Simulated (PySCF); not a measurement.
Species: ethyl propanoate, C₅H₁₀O₂.
Bonds: C1–C2, C2–O3, O3–C4, C4–O5 (double), C4–C6, C6–C7. Hydrogens: H8, H9, H10 on C1; H11, H12 on C2; H13, H14 on C6; H15, H16, H17 on C7.

Torsions of this conformer, `[CH3:1][CH2:2][O:3][C:4](=[O:5])[CH2:6][CH3:7]`: C1–C2–O3–C4 82°, C2–O3–C4–O5 1°, O3–C4–C6–C7 178°.

The closed-shell ground state was solved at several levels (PySCF, density fitting, gas phase, non-relativistic). Isolated species at its PBE0-D3(BJ)/def2-SVP geometry (one conformer only).

| level | basis functions | total energy (Eh) | HOMO (eV) | LUMO (eV) | gap (eV) | dipole (D) |
| --- | --- | --- | --- | --- | --- | --- |
| PBE0/aug-cc-pVDZ | 251 | -346.6648 | -7.88 | -0.08 | 7.80 | 1.73 |
| CAM-B3LYP/def2-SVPD | 226 | -346.6238 | -9.49 | 1.22 | 10.71 | 1.78 |
| B3LYP/pcJ-1 | 289 | -347.0427 | -7.63 | 0.16 | 7.79 | 1.73 |
| LC-wPBE/def2-SVPD | 226 | -346.5855 | -10.79 | 2.30 | 13.09 | 1.77 |
| HF/pcSseg-1 | 169 | -344.8579 | -12.08 | 4.25 | 16.33 | 1.87 |
| PBE0/def2-TZVP | 277 | -346.7543 | -7.88 | 0.43 | 8.31 | 1.74 |

Question: Estimate the row for PBE0/def2-SVP, a basis of 148 functions; the other rows only guide the guess.

Answer: Total energy -346.3695 Eh, HOMO -7.78 eV, LUMO 0.59 eV, gap 8.37 eV, dipole 1.64 D.

Question: How much does the basis alone move the frontier levels among the 3 PBE0 rows (the withheld one included)?

Answer: The HOMO by 0.10 eV and the LUMO by 0.67 eV. By rising basis size (HOMO, LUMO in eV): def2-SVP -7.78, 0.59; aug-cc-pVDZ -7.88, -0.08; def2-TZVP -7.88, 0.43.

Question: How far do the dipole and the HOMO energy spread over the levels?

Answer: The dipole runs from 1.64 to 1.87 D (mean 1.75 D) and the HOMO from -12.08 to -7.63 eV.
